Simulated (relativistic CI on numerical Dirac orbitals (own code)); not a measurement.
F2+: calculation against measurement

Calculated at this level of theory: Dirac-Coulomb-Breit CI, KLI orbitals optimised for each configuration, model QED (radiative potential, 1s self-energy scaled to tabulated hydrogen-like ionisation energies), valence Slater integrals scaled by 0.85, configuration energies shifted to the measured levels that pair with them (semi-empirical) (own radial code, finite nucleus).

CI space (outside the closed core 1s2): 2s²2p³, 2s2p⁴, 2s²2p²3s, 2s²2p²3p, 2s²2p²3d, 2p⁵, 2s²2p²4p, 2s2p³3p, 2s²2p²4d, 2s²2p²4s, 2s²2p²4f, 2s²2p3s², 2s2p³3s, 2p⁴3s, 2s²2p3s3p, 2p⁴3p, 2s²2p3p², 2s²2p3s3d, 2p⁴3d, 2s2p³3d, 2s²2p3p3d, 2s²2p3d², 2s2p³4s. Levels of other configurations are missing.

```csv
Configuration,Term (tabulated),J,Measured (cm⁻¹),Computed,Error,Purity (%)
2s²2p³,4S°,3/2,0.0,0,0,100
2s2p⁴,4P,5/2,151897.9,152098,200,99
2s2p⁴,4P,3/2,152235.3,152431,195,99
2s2p⁴,4P,1/2,152410.0,152604,194,99
2s2p⁴,2D,5/2,210240.0,210240,0,99
2s2p⁴,2D,3/2,210256.0,210256,0,99
2s2p⁴,2S,1/2,248260.0,242061,-6199,99
2s2p⁴,2P,3/2,266559.0,263564,-2995,98
2s2p⁴,2P,1/2,266943.0,263945,-2998,98
2s²2p²3s,4P,1/2,316707.3,317447,740,98
2s²2p²3s,4P,3/2,316918.6,317657,738,98
2s²2p²3s,4P,5/2,317237.5,317972,734,98
2s²2p²3s,2P,1/2,324489.9,324490,0,97
2s²2p²3s,2P,3/2,324874.4,324875,0,97
2s²2p²3s,2D,5/2,344016.2,343075,-941,98
2s²2p²3s,2D,3/2,344019.5,343078,-942,98
2s²2p²3p,2S°,1/2,344438.4,345758,1320,97
2s²2p²3p,4D°,1/2,348700.5,349108,407,98
2s²2p²3p,4D°,3/2,348815.4,349221,406,98
2s²2p²3p,4D°,5/2,349005.1,349410,405,98
2s²2p²3p,4D°,7/2,349264.0,349668,404,98
2s²2p²3p,4P°,3/2,351328.4,351342,14,97
2s²2p²3p,4P°,5/2,351517.1,351530,13,97
2s²2p²3p,2D°,3/2,355979.6,355913,-66,98
2s²2p²3p,2D°,5/2,356370.0,356303,-67,98
2s²2p²3p,4S°,3/2,357477.0,357464,-13,94
2s²2p²3s,2S,1/2,372673.0,364854,-7819,94
2s²2p²3p,2F°,5/2,376806.2,375148,-1658,98
2s²2p²3p,2F°,7/2,376871.0,375211,-1660,98
2s²2p²3p,2D°,5/2,380242.9,378773,-1470,96
2s²2p²3p,2D°,3/2,380299.1,378830,-1469,96
2s²2p²3d,4F,3/2,387257.3,387337,80,98
2s²2p²3d,4F,5/2,387366.2,387444,78,98
2s²2p²3d,4F,7/2,387521.8,387598,76,98
2s²2p²3d,4F,9/2,387725.5,387800,75,98
2s²2p²3d,2P,3/2,389523.5,389440,-83,79
2s²2p²3d,2P,1/2,389735.7,389861,126,62
2s²2p²3d,4D,5/2,390075.7,389711,-364,93
2s²2p²3d,4D †,3/2,390078.3,389733,-345,78
2s²2p²3d,4D †,1/2,390118.4,389557,-561,62
2s²2p²3d,4D †,7/2,390208.4,389830,-378,98
2s²2p²3d,4P,5/2,390832.3,390674,-158,93
2s²2p²3d,4P,3/2,390974.0,390823,-151,95
2s²2p²3d,4P,1/2,391045.2,390899,-146,97
2s²2p²3d,2F,5/2,391255.6,391597,341,98
2s²2p²3d,2F,7/2,391625.5,391964,339,98
2s²2p²3d,2D,3/2,395266.1,395266,0,97
2s²2p²3d,2D,5/2,395384.1,395389,4,97
2p⁵,2P°,3/2,401203.0,401210,7,91
2p⁵,2P°,1/2,401721.0,401716,-5,92
2s²2p²4p,4D°,1/2,426426.0,426452,26,98
2s²2p²4p,4D°,3/2,426556.4,426549,-8,97
2s²2p²4p,4D°,5/2,426730.7,426725,-6,96
2s²2p²4p,4D°,7/2,426987.5,426988,0,99
2s²2p²4p,4P°,1/2,427456.7,427413,-44,98
2s²2p²4p,4P°,3/2,427542.4,427500,-42,97
2s²2p²4p,4P°,5/2,427729.3,427689,-40,97
2s²2p²4p,2D°,3/2,429105.3,430546,1441,98
2s²2p²4p,2D°,5/2,429500.6,430925,1424,98
2s²2p²4p,2P°,1/2,431057.1,432757,1700,97
2s²2p²4p,2P°,3/2,431224.2,432891,1667,97
2s2p³3p,4P,3/2,434567.0,434567,0,97
2s²2p²4d,2P,3/2,441159.0,441277,118,93
2s²2p²4d,2P,1/2,441384.0,441530,146,95
2s²2p²4d,4P,5/2,442153.0,441974,-179,94
2s²2p²4d,4P,3/2,442300.0,442132,-168,96
2s²2p²4d,4P,1/2,442378.0,442213,-165,97
2s²2p²4d,2D,3/2,444960.0,444960,0,95
2s²2p²4d,2D,5/2,445008.0,445065,57,95
```

Measured levels from Moore, Atomic Energy Levels, vol. I, NSRDS-NBS 35 (1971 reprint of NBS Circular 467, 1949); pairs were made by configuration, J and term (by order where the table uses no LS term), so strongly mixed levels may be paired wrongly. The analysis dates from before 1960. Some J values or terms of the table were assigned by a fit.

Mean error by configuration (cm⁻¹): 2s2p⁴ -1450; 2s²2p²3s -936; 2s²2p²3p -245; 2s²2p²3d 15; 2p⁵ 1; 2s²2p²4p 556; 2s2p³3p 0; 2s²2p²4d -27. Over the excited levels the mean absolute error is 667 cm⁻¹ (68 of the 68 excited levels that our extract of the source holds in range could be paired), and the median relative error of those above 1,000 cm⁻¹ is 0.037 %, both after the shifts were fitted to these levels, so that a configuration with one level shows no error. Some levels of the ground configuration have no partner. † marks terms whose computed intervals miss the measured ones by more than a factor of 2.5, or configurations far off the rest, from wrong mixing, a near crossing or a doubtful label or measurement; they are left out of the means.

Configurations whose levels could be paired with our table of measured levels were shifted onto them, all but the ground configuration, by the median error of their levels; single terms can still be off by 1,000 to 2,000 cm⁻¹ or more, and rates follow the energies as ν³ (E1, M1) or ν⁵ (E2). The others borrow a shift and can be off by several thousand cm⁻¹ or more. The fine structure of a lone outer electron comes out too small, for d and f at times inverted, and misplaced configurations move strength between like terms. 68 of the 68 excited levels that our extract of the measured tables holds in this range could be paired (the sources list more); they are missed by 656 cm⁻¹ on average and 7819 at most, after the shifts were fitted to these levels, and levels without a partner can miss by more. Some levels of the ground configuration have no partner and can miss by 10 % or more.

Shifts applied (cm⁻¹): 2s²2p³ 0; 2s2p⁴ -5020; 2s²2p²3s 3229; 2s²2p²3p 2150; 2s²2p²3d 2099; 2p⁵ -20703; 2s²2p²4p -2615; 2s2p³3p -2264; 2s²2p²4d -2791.
